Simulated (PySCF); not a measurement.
Work out the structure from these simulated measurements.

Formula: C2H6O2Si2.

| Quantity | Value |
| --- | --- |
| NMR, other nuclei | isotropic shieldings of nuclei other than C and H, by class: 277 (1 O), 286 (1 O), 395 (1 Si), 412 (1 Si) ppm [GIAO PBE0/pcSseg-1] |
| Dipole | 1.68 D [PBE0/pcSseg-1] |
| Rotational structure | rotational constants A, B, C: 3.125, 1.493, 1.080 GHz [GFN2-xTB] |
| 1H NMR | chemical shifts (computed TMS as zero) by class: 5.19 (3 H), 4.52 (1 H), 2.33 (1 H), 1.76 (1 H) ppm [GIAO PBE0/pcSseg-1] |
| 13C NMR | chemical shifts (computed TMS as zero) by class: 97.5 (1 C), 89.6 (1 C) ppm [GIAO PBE0/pcSseg-1] |

Electronic properties: PySCF, gas phase, density fitting. Levels stand in brackets. Geometry: GFN2-xTB, one conformer, isolated molecule. Each NMR value is the plain mean over a class of atoms that symmetry, rotation or inversion makes alike.

Problem. Propose a structure and show how it fits.

Solution. Numbering: `[CH:1]#[C:2][Si@@H:3]([OH:4])[O:5][SiH3:6]`. Its formula, C2H6O2Si2, gives 2 degrees of unsaturation: 0 rings and 2 π bonds in the structure found. 2 carbons fall into 2 classes; from least to most shielded: terminal alkyne carbon [C1] (97.5 ppm), alkyne carbon [C2] (89.6 ppm). Hydrogen classes from least to most shielded: 3 H on an oxygen-bound silicon, Si6 (5.19 ppm), 1 H on an oxygen-bound silicon, Si3 (4.52 ppm), 1 H on a silanol oxygen, O4 (2.33 ppm), 1 H on a terminal alkyne carbon, C1 (1.76 ppm). The other shieldings belong to: 277 ppm, silanol oxygen [O4]; 286 ppm, siloxane oxygen [O5]; 395 ppm, oxygen-bound silicon [Si6]; 412 ppm, oxygen-bound silicon [Si3]. The optimised geometry has point group C1 and is an asymmetric top. Structure: `C#C[Si@@H](O)O[SiH3]`. Computed isomers that give other values at the same levels: `O=C1C[SiH2]O[SiH2]1` (13C chemical shifts (computed TMS as zero) by class: 247.2 (1 C), 38.3 (1 C) ppm). The assignments are read from this structure; whether some other isomer fits the data as well wasn't checked. The mirror image fits equally.

Shape of the structure used: `[CH:1]#[C:2][Si@@H:3]([OH:4])[O:5][SiH3:6]`: C2–Si3–O5–Si6 60°, H–O4–Si3–C2 70°.
